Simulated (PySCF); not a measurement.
# Molecular orbitals of ZrH

PBE0 at R = 1.856 Å; Zr x2c-TZVPPall, H x2c-TZVPPall; spin-free X2C with a Gaussian nucleus (PySCF 2.14). State: ⁴Σ⁻ (quartet), unpaired electrons σ ↑, δ ↑↑, a second solution, started from another occupation. Only the outer orbitals are listed, counted within each symmetry.

```tsv
spin	orbital	occ.	ε (eV)	on Zr (%)	main shells (%)
α	7σ	1	-56.94	100	100 Zr s
α	8σ	1	-33.90	100	100 Zr p
α	4π	1	-33.85	100	100 Zr p
α	4π	1	-33.85	100	100 Zr p
α	9σ	1	-7.66	42	58 H s, 23 Zr d, 15 Zr s
α	10σ	1	-4.83	100	70 Zr s, 27 Zr d
α	2δ	1	-4.17	100	100 Zr d
α	2δ	1	-4.17	100	100 Zr d
α	5π	0	-1.73	100	90 Zr d, 10 Zr p
α	5π	0	-1.73	100	90 Zr d, 10 Zr p
α	11σ	0	-1.54	89	53 Zr p, 32 Zr d, 11 H s
β	7σ	1	-55.70	100	100 Zr s
β	8σ	1	-33.18	100	100 Zr p
β	4π	1	-31.86	100	100 Zr p
β	4π	1	-31.86	100	100 Zr p
β	9σ	1	-7.56	38	62 H s, 19 Zr d, 14 Zr s
β	10σ	0	-1.57	98	75 Zr s, 22 Zr p
β	5π	0	-0.74	99	99 Zr d
β	5π	0	-0.74	99	99 Zr d
```

**Question.** Which are the highest filled and the lowest empty level, where do they sit, and how wide is the gap?

**Answer.** Highest filled α 2δ at -4.17 eV (in %: 100 Zr d); lowest empty α 5π at -1.73 eV (in %: 90 Zr d, 10 Zr p); the gap at PBE0 is 2.44 eV.

```
bond order (Mayer)                              : 0.95
⟨S²⟩                                            : 3.755
charge on Zr (Mulliken, basis-dependent)        : 0.21
charge on Zr (Löwdin, basis-dependent)          : 0.17
dipole moment (positive dipole means Zr(−)H(+)) : -3.09 D
```

Spin–orbit coupling is left out.
